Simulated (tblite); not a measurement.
A geometry optimisation, step by step.

Species: C5H2NO (doublet state).
Numbering: `[CH:1]#[C:2][c:3]1[cH:4][n:5][c:6][o:7]1` (hydrogens: H8 on C1; H9 on C4)
Bond orders are those of one Lewis drawing.

Computed with GFN2-xTB (tblite), gas phase: L-BFGS steps from a force-field or distance-geometry start until the largest atomic force falls under 0.01 eV/Å. 14 of its 29 geometries are shown.

Step 0: E = -503.6281 eV, largest atomic force 3.912 eV/Å
```
atom  x, y, z in Å  |  force x, y, z in eV/Å
C1      2.479   -0.237    0.236   -1.263  -0.041  -0.097
C2      1.260   -0.221    0.137    0.912  -0.281   0.243
C3     -0.165   -0.204    0.056    1.004   1.761  -0.664
C4     -1.003    0.833   -0.356    0.415  -0.394   0.240
N5     -2.273    0.376   -0.262   -0.748  -1.079   0.299
C6     -2.223   -0.886    0.163    1.199   3.540  -1.156
O7     -0.974   -1.202    0.345    0.074  -3.557   1.277
H8      3.551   -0.253    0.314   -0.962   0.060  -0.097
H9     -0.638    1.799   -0.658   -0.631  -0.009  -0.046
```

Step 2: E = -503.9037 eV, largest atomic force 4.144 eV/Å
```
atom  x, y, z in Å  |  force x, y, z in eV/Å
C1      2.484   -0.238    0.237   -4.133  -0.017  -0.303
C2      1.246   -0.227    0.141    3.530  -0.078   0.324
C3     -0.142   -0.174    0.044   -0.444  -0.772   0.198
C4     -0.987    0.825   -0.349    0.063   0.087   0.022
N5     -2.293    0.370   -0.262    0.320   0.901  -0.332
C6     -2.185   -0.819    0.142    0.596  -0.792   0.337
O7     -0.969   -1.278    0.372    0.094   0.607  -0.213
H8      3.518   -0.252    0.311    0.419   0.000   0.019
H9     -0.659    1.798   -0.659   -0.445   0.064  -0.053
```

Step 4: E = -504.0082 eV, largest atomic force 0.486 eV/Å
```
atom  x, y, z in Å  |  force x, y, z in eV/Å
C1      2.459   -0.240    0.235    0.240  -0.058   0.030
C2      1.260   -0.229    0.143   -0.476  -0.095   0.032
C3     -0.144   -0.189    0.048    0.037  -0.068   0.006
C4     -0.984    0.824   -0.347    0.274  -0.025   0.049
N5     -2.285    0.380   -0.267    0.245   0.159  -0.068
C6     -2.172   -0.821    0.144    0.086  -0.042   0.042
O7     -0.962   -1.268    0.369    0.218   0.069  -0.021
H8      3.513   -0.252    0.310   -0.281   0.018  -0.032
H9     -0.671    1.800   -0.661   -0.343   0.042  -0.037
```

Step 6: E = -504.0252 eV, largest atomic force 0.173 eV/Å
```
atom  x, y, z in Å  |  force x, y, z in eV/Å
C1      2.449   -0.244    0.235    0.058  -0.051   0.018
C2      1.250   -0.236    0.148    0.007  -0.099   0.045
C3     -0.140   -0.197    0.049   -0.009   0.143  -0.036
C4     -0.969    0.823   -0.344    0.072   0.065  -0.030
N5     -2.267    0.387   -0.270    0.065  -0.036   0.014
C6     -2.160   -0.815    0.145   -0.050  -0.113   0.041
O7     -0.949   -1.266    0.368   -0.063  -0.041   0.000
H8      3.495   -0.250    0.308    0.032   0.009  -0.006
H9     -0.697    1.805   -0.664   -0.113   0.122  -0.046
```

Step 9: E = -504.0296 eV, largest atomic force 0.099 eV/Å
```
atom  x, y, z in Å  |  force x, y, z in eV/Å
C1      2.450   -0.251    0.237    0.001  -0.037   0.012
C2      1.251   -0.248    0.154    0.061  -0.023   0.016
C3     -0.138   -0.192    0.048    0.027  -0.042   0.020
C4     -0.963    0.829   -0.346   -0.096   0.018  -0.015
N5     -2.259    0.384   -0.269   -0.094  -0.003  -0.004
C6     -2.159   -0.819    0.147    0.034   0.053  -0.022
O7     -0.948   -1.267    0.367    0.043   0.036  -0.006
H8      3.495   -0.249    0.307    0.074  -0.014   0.006
H9     -0.715    1.818   -0.670   -0.051   0.012  -0.005
```

Step 11: E = -504.0309 eV, largest atomic force 0.091 eV/Å
```
atom  x, y, z in Å  |  force x, y, z in eV/Å
C1      2.453   -0.256    0.239    0.037  -0.025   0.011
C2      1.254   -0.254    0.157   -0.024   0.035  -0.011
C3     -0.137   -0.190    0.048    0.020   0.020  -0.008
C4     -0.966    0.831   -0.348   -0.017  -0.009   0.008
N5     -2.262    0.383   -0.269   -0.021   0.027  -0.014
C6     -2.158   -0.819    0.147    0.015   0.008  -0.009
O7     -0.946   -1.265    0.367    0.036   0.045  -0.004
H8      3.500   -0.250    0.307    0.004  -0.029   0.006
H9     -0.725    1.825   -0.672   -0.051  -0.072   0.022
```

Step 13: E = -504.0316 eV, largest atomic force 0.064 eV/Å
```
atom  x, y, z in Å  |  force x, y, z in eV/Å
C1      2.456   -0.260    0.240    0.003  -0.014   0.005
C2      1.256   -0.254    0.158   -0.007   0.060  -0.020
C3     -0.136   -0.187    0.047    0.011   0.039  -0.010
C4     -0.969    0.831   -0.348    0.018   0.007   0.003
N5     -2.265    0.384   -0.270    0.026  -0.014   0.002
C6     -2.156   -0.818    0.146   -0.006  -0.029   0.005
O7     -0.943   -1.262    0.366   -0.005  -0.001   0.005
H8      3.503   -0.252    0.308   -0.018  -0.037   0.008
H9     -0.733    1.824   -0.672   -0.022  -0.011   0.002
```

Step 15: E = -504.0322 eV, largest atomic force 0.075 eV/Å
```
atom  x, y, z in Å  |  force x, y, z in eV/Å
C1      2.457   -0.264    0.242   -0.032  -0.002  -0.001
C2      1.257   -0.249    0.157    0.020   0.053  -0.017
C3     -0.134   -0.183    0.046   -0.012  -0.010   0.012
C4     -0.970    0.832   -0.348   -0.008   0.020  -0.008
N5     -2.265    0.383   -0.271    0.003  -0.040   0.011
C6     -2.154   -0.819    0.146    0.011  -0.019   0.006
O7     -0.940   -1.259    0.366    0.006  -0.031   0.010
H8      3.504   -0.258    0.309   -0.002  -0.041   0.011
H9     -0.741    1.823   -0.673    0.014   0.070  -0.023
```

Step 17: E = -504.0334 eV, largest atomic force 0.115 eV/Å
```
atom  x, y, z in Å  |  force x, y, z in eV/Å
C1      2.460   -0.275    0.245   -0.067   0.024  -0.013
C2      1.261   -0.233    0.153    0.033   0.002   0.003
C3     -0.131   -0.173    0.045   -0.035  -0.048   0.028
C4     -0.974    0.835   -0.348   -0.053   0.026  -0.022
N5     -2.266    0.377   -0.271   -0.043  -0.043   0.012
C6     -2.149   -0.823    0.145    0.050   0.006   0.006
O7     -0.933   -1.255    0.367    0.054  -0.027   0.002
H8      3.506   -0.274    0.313    0.011  -0.040   0.013
H9     -0.760    1.828   -0.675    0.049   0.100  -0.030
```

Step 19: E = -504.0347 eV, largest atomic force 0.065 eV/Å
```
atom  x, y, z in Å  |  force x, y, z in eV/Å
C1      2.461   -0.285    0.248   -0.019   0.041  -0.016
C2      1.264   -0.214    0.148   -0.021  -0.052   0.022
C3     -0.129   -0.163    0.045   -0.008   0.023  -0.004
C4     -0.981    0.839   -0.350   -0.039   0.009  -0.015
N5     -2.269    0.369   -0.270   -0.026  -0.017   0.004
C6     -2.141   -0.830    0.146    0.042  -0.002   0.012
O7     -0.922   -1.252    0.368    0.058   0.024  -0.015
H8      3.508   -0.295    0.318   -0.022  -0.031   0.008
H9     -0.776    1.837   -0.679    0.035   0.005   0.002
```

Step 22: E = -504.0359 eV, largest atomic force 0.061 eV/Å
```
atom  x, y, z in Å  |  force x, y, z in eV/Å
C1      2.459   -0.287    0.249    0.023   0.023  -0.006
C2      1.263   -0.205    0.147   -0.017  -0.014   0.009
C3     -0.129   -0.150    0.043    0.020   0.049  -0.030
C4     -0.990    0.844   -0.353    0.023  -0.004   0.008
N5     -2.273    0.361   -0.269    0.024   0.007  -0.002
C6     -2.131   -0.836    0.149   -0.015  -0.017   0.006
O7     -0.907   -1.247    0.367   -0.015   0.021  -0.004
H8      3.505   -0.317    0.323   -0.022  -0.015   0.004
H9     -0.784    1.843   -0.681   -0.020  -0.049   0.016
```

Step 24: E = -504.0361 eV, largest atomic force 0.019 eV/Å
```
atom  x, y, z in Å  |  force x, y, z in eV/Å
C1      2.459   -0.288    0.249    0.001   0.018  -0.006
C2      1.264   -0.203    0.147    0.010   0.002   0.001
C3     -0.128   -0.145    0.042    0.003  -0.009  -0.005
C4     -0.992    0.846   -0.353    0.004  -0.002   0.002
N5     -2.273    0.358   -0.269    0.003   0.002   0.000
C6     -2.128   -0.838    0.149   -0.006   0.003  -0.001
O7     -0.903   -1.244    0.367   -0.010  -0.004   0.002
H8      3.505   -0.323    0.324    0.006  -0.012   0.005
H9     -0.790    1.844   -0.681   -0.010   0.001  -0.001
```

Step 26: E = -504.0362 eV, largest atomic force 0.017 eV/Å
```
atom  x, y, z in Å  |  force x, y, z in eV/Å
C1      2.459   -0.287    0.249    0.006   0.012  -0.003
C2      1.264   -0.202    0.147   -0.003  -0.001  -0.001
C3     -0.127   -0.145    0.041   -0.005  -0.015   0.006
C4     -0.992    0.846   -0.353   -0.004  -0.001  -0.003
N5     -2.273    0.358   -0.269   -0.007   0.002   0.001
C6     -2.128   -0.838    0.149    0.003   0.006   0.000
O7     -0.903   -1.244    0.367    0.003  -0.006  -0.001
H8      3.505   -0.326    0.325    0.008  -0.007   0.004
H9     -0.792    1.844   -0.682   -0.001   0.011  -0.004
```

Step 28: E = -504.0362 eV, largest atomic force 0.007 eV/Å
```
atom  x, y, z in Å  |  force x, y, z in eV/Å
C1      2.460   -0.285    0.248    0.005   0.001   0.000
C2      1.264   -0.202    0.148   -0.006  -0.002  -0.003
C3     -0.127   -0.145    0.041   -0.002  -0.001   0.005
C4     -0.992    0.846   -0.353   -0.001   0.000  -0.003
N5     -2.273    0.358   -0.269   -0.003   0.002   0.001
C6     -2.128   -0.838    0.149    0.002   0.001   0.002
O7     -0.903   -1.244    0.367    0.004  -0.002  -0.003
H8      3.505   -0.328    0.326    0.001   0.000   0.002
H9     -0.793    1.844   -0.682    0.001   0.002  -0.001
```

Question: Summarise the path.

Answer: The energy falls by 39.38 kJ/mol from step 0 to step 28; nine tenths of that is first reached at step 4. It rises by more than 0.2 meV at step 2. The largest force goes from 3.912 to 0.007 eV/Å. Among the bonds C3–O7 changes most, from 1.317 to 1.384 Å; the atoms move by 0.083 Å rms after alignment.

Question: Follow the three bonds and two angles with the largest change from start to end.

Answer: 
| step | E above end (kJ/mol) | largest force (eV/Å) | C3–O7 (Å) | N5–C6 (Å) | C2–C3 (Å) | N5–C6–O7 (°) | N5–C4–H9 (°) |
| --- | --- | --- | --- | --- | --- | --- | --- |
| 0 | 39.38 | 3.912 | 1.317 | 1.332 | 1.427 | 108.1 | 129.8 |
| 1 | 11.65 | 2.237 | 1.389 | 1.265 | 1.427 | 114.2 | 129.1 |
| 2 | 12.79 | 4.144 | 1.417 | 1.261 | 1.393 | 117.6 | 127.2 |
| 4 | 2.70 | 0.486 | 1.391 | 1.275 | 1.408 | 117.3 | 125.9 |
| 5 | 1.59 | 0.389 | 1.382 | 1.275 | 1.402 | 117.4 | 124.5 |
| 6 | 1.06 | 0.173 | 1.378 | 1.276 | 1.395 | 117.2 | 123.3 |
| 7 | 0.90 | 0.145 | 1.379 | 1.276 | 1.393 | 117.1 | 122.9 |
| 9 | 0.64 | 0.099 | 1.383 | 1.276 | 1.394 | 116.7 | 122.4 |
| 10 | 0.56 | 0.076 | 1.384 | 1.276 | 1.395 | 116.8 | 122.3 |
| 11 | 0.51 | 0.091 | 1.383 | 1.276 | 1.396 | 116.8 | 122.1 |
| 12 | 0.47 | 0.065 | 1.382 | 1.276 | 1.397 | 116.9 | 122.0 |
| 13 | 0.45 | 0.064 | 1.382 | 1.276 | 1.397 | 117.0 | 121.8 |
| 15 | 0.39 | 0.075 | 1.382 | 1.276 | 1.397 | 116.9 | 121.5 |
| 16 | 0.34 | 0.110 | 1.384 | 1.276 | 1.397 | 116.8 | 121.3 |
| 17 | 0.27 | 0.115 | 1.385 | 1.276 | 1.397 | 116.8 | 121.1 |
| 18 | 0.20 | 0.079 | 1.386 | 1.276 | 1.397 | 116.8 | 121.0 |
| 19 | 0.15 | 0.065 | 1.385 | 1.276 | 1.398 | 116.8 | 121.1 |
| 21 | 0.06 | 0.082 | 1.384 | 1.276 | 1.398 | 117.0 | 121.5 |
| 22 | 0.03 | 0.061 | 1.383 | 1.276 | 1.397 | 117.0 | 121.7 |
| 23 | 0.01 | 0.025 | 1.383 | 1.276 | 1.396 | 116.9 | 121.8 |
| 24 | 0.01 | 0.019 | 1.384 | 1.276 | 1.396 | 116.9 | 121.7 |
| 26 | 0.00 | 0.017 | 1.384 | 1.276 | 1.396 | 116.9 | 121.6 |
| 27 | 0.00 | 0.012 | 1.384 | 1.276 | 1.396 | 116.9 | 121.5 |
| 28 | 0.00 | 0.007 | 1.384 | 1.276 | 1.397 | 116.9 | 121.5 |

What follows is the cost of the whole relaxation. The run took under 0.1 s wall on Arm Neoverse V2, one thread, shared host with 32 logical CPUs at a one-minute load of 16.
